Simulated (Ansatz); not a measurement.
One change: `CC(C)BO` becomes `BC(C)C`.

Ansatz, PBE0-D4/def2-TZVP geometries, multiplicity 1. Each molecule was computed in one conformer, which needn't be the lowest.

```csv
property,`CC(C)BO`
HOMO energy (PBE0/def2-TZVPP) / eV,-8.02
size of the dipole moment (PBE/def2-TZVPP) / D,1.79
HOMO–LUMO gap (ωB97M-V/def2-TZVPP) / eV,12.35
HOMO energy (PBE/def2-TZVPP) / eV,-6.63
HOMO–LUMO gap (PBE0/def2-TZVPP) / eV,8.16
LUMO energy (PBE0/def2-TZVPP) / eV,0.13
```

(1) Give the same properties after the change, and the shifts. (An estimate is asked.)

## Answers

(1) The calculation gave: 
```json
{"property": "HOMO energy (PBE0/def2-TZVPP) / eV", "`BC(C)C`": "-8.34", "shift": "-0.32"}
{"property": "size of the dipole moment (PBE/def2-TZVPP) / D", "`BC(C)C`": "0.75", "shift": "-1.04"}
{"property": "HOMO–LUMO gap (ωB97M-V/def2-TZVPP) / eV", "`BC(C)C`": "11.32", "shift": "-1.03"}
{"property": "HOMO energy (PBE/def2-TZVPP) / eV", "`BC(C)C`": "-7.01", "shift": "-0.38"}
{"property": "HOMO–LUMO gap (PBE0/def2-TZVPP) / eV", "`BC(C)C`": "7.15", "shift": "-1.01"}
{"property": "LUMO energy (PBE0/def2-TZVPP) / eV", "`BC(C)C`": "-1.19", "shift": "-1.32"}
```

With PBE0 the HOMO falls by 0.32 eV and the LUMO falls by 1.32 eV, so the gap narrows by about 1.00 eV. PBE moves the HOMO by -0.38 eV and ωB97M-V by -0.32 eV. The zero-point energy changes by -22.5 kJ/mol with -3 modes. Dipoles are sizes alone; their direction can turn.
